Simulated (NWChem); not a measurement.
System: BeO; SMILES [Be]=[O]

Here is an NWChem input.

```
start job
memory heap 200 mb stack 900 mb global 1100 mb
geometry units angstroms noautosym nocenter noautoz
  Be     0.000000     0.000000    -0.884930
  O      0.000000     0.000000     0.453405
end
basis spherical
  * library pcsseg-2
end
dft
  xc pbe0
  iterations 150
end
property
  shielding
end
task dft property
```

All runs use the structure optimised with PBE0/def2-SVP.

GIAO values for the isolated, static molecule; σ is the absolute isotropic shielding, δ = σ(reference) − σ with the isolated reference molecule computed at the same levels (17O: water).

Atoms are numbered as in the input.

Question: Predict the main results of this run. (PBE0/pcSseg-2, GIAO.) Quantities: σ Be1 (ppm); δ O2 (ppm).

Answer: The σ Be1 (ppm) is 86.0 and the δ O2 (ppm) is 36.0.
